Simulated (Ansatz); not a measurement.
Relaxation of Cl2GaH3O (7 atoms, charge 0, multiplicity 1), to a largest force component of 0.03 eV/Å in at most 50 steps.

Method: RKS PBE-D4/def2-SVP in Ansatz 0.2.0.

```xyz
7
Properties=species:S:1:pos:R:3:forces:R:3
Ga -0.018 -0.237 0.069 0.02 -0.02 -0.08
O 0.042 -0.357 1.855 -0.01 -0.23 0.08
H -0.858 -0.357 2.232 -0.03 0.00 0.03
Cl 1.816 -0.385 -1.018 -0.01 0.00 0.01
Cl -1.886 -0.035 -0.977 0.00 0.00 0.01
H 0.384 2.360 0.947 0.18 1.53 -1.20
H 0.318 1.796 1.397 -0.15 -1.28 1.15
```

Q: Where does it end, and by what steps?

A: The run converged. After 9 steps the energy has fallen by 0.086 eV; H6 moved furthest, 0.29 Å.

| step | energy less start (eV) | largest force component (eV/Å) | accepted |
| --- | --- | --- | --- |
| 0 | 0.0000 | 1.526 | yes |
| 1 | -0.0669 | 0.450 | yes |
| 2 | -0.0658 | 0.924 | no |
| 3 | -0.0760 | 0.380 | yes |
| 4 | -0.0813 | 0.162 | yes |
| 5 | -0.0839 | 0.096 | yes |
| 6 | -0.0851 | 0.088 | yes |
| 7 | -0.0856 | 0.059 | yes |
| 8 | -0.0857 | 0.032 | yes |
| 9 | -0.0858 | 0.019 | yes |

```xyz
7
Properties=species:S:1:pos:R:3
Ga -0.009 -0.236 0.152
O 0.010 -0.608 1.903
H -0.897 -0.595 2.265
Cl 1.834 -0.332 -0.929
Cl -1.852 0.154 -0.888
H 0.357 2.391 0.665
H 0.354 2.012 1.338
```

The run took 18 s on 2 threads of Arm Neoverse V1 (shared host), peak memory 0.14 GiB.
